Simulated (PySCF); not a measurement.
Molecule: SMILES C#CCCBr (C4H5Br). Atoms near the plane z = 1.5 Å, at the PBE/def2-SVP optimised geometry (x, y, z in Å): C1 (2.0, -0.8, 0.0), C2 (0.8, -0.8, 0.0), C3 (-0.6, -0.7, 0.0), C4 (-1.2, 0.7, -0.2), Br5 (-3.1, 0.8, -0.2), H6 (3.1, -0.8, 0.0), H7 (-1.0, -1.1, 1.0), H9 (-0.8, 1.4, 0.6).

Method: PBE/def2-TZVP (PySCF 2.14.0). The values are rescaled to run from 0 to 1.

```
|                             |
|                             |
|                             |
|                             |
|                             |
|                             |
|                             |
|                             |
|     ..    :*+.              |
|    :--:   #@@+              |
|   .-++-  .%@@*              |
|   :=**=.  #@%:              |
|   :+**+.  :-.    ..         |
|   :+**+.        :::.        |
|   .=++-        .-=-:.       |
|    :--.  :**:  :=+=-..      |
|     ..  :@@@*  :=+=-:.      |
|         *@@@#  :=+=-.       |
|         #@@@*  .-=-:.       |
|         =@@%-   .::.        |
|          -+-     .          |
|                             |
|                             |
|                             |
|                             |
|                             |
|                             |
|                             |
|                             |
```
Scale: ten equal steps from 0.000 (start of ' ') to 1.00 (end of '@'), in the order ' .:-=+*#%@'; x runs from -5.50 to 5.50, y from -5.50 (bottom) to 5.50 (top).

Q: Which quantity is mapped?
(A) an orbital amplitude
(B) electron localisation function
(C) electrostatic potential
(D) log10 of the electron density

A: B, electron localisation function
